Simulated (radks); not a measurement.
Polarisability of the aluminium ion Al3+, [Ne], at imaginary frequency. Method: scalar-relativistic Kohn-Sham, exchange-only LDA, spin-unpolarised, spherical densities, finite nucleus; Fermi nuclear charge, rms radius 3.061 fm; computed with a radial shooting solver on a logarithmic mesh with Libxc functionals. Response by self-consistent Sternheimer equations with the Hartree and adiabatic exchange-only LDA kernel, the relativistic mass of each level held fixed and spin-orbit coupling left out.

w (hartree),alpha1(iw) (bohr^3),alpha2(iw) (bohr^5)
0.00266,0.2867,0.2490
0.0143,0.2867,0.2490
0.0360,0.2866,0.2489
0.0697,0.2866,0.2489
0.118,0.2864,0.2488
0.186,0.2860,0.2485
0.280,0.2852,0.2478
0.413,0.2835,0.2465
0.605,0.2800,0.2437
0.892,0.2727,0.2379
1.35,0.2573,0.2257
2.12,0.2254,0.2000
3.59,0.1668,0.1512
6.94,0.08627,0.08003
17.5,0.02180,0.01988

Static values: alpha1 = 0.2867 bohr^3 (0.04248 angstrom^3; uncoupled 0.3234), alpha2 = 0.2490 bohr^5, alpha3 = 0.3733 bohr^7. C6 = 0.2694, C8 = 1.200, triple-dipole C9 = 0.05593 atomic units. One-pole (London) frequency 4 C6 / (3 alpha1^2) = 4.371 hartree, against 3.754 for minus the highest occupied eigenvalue.
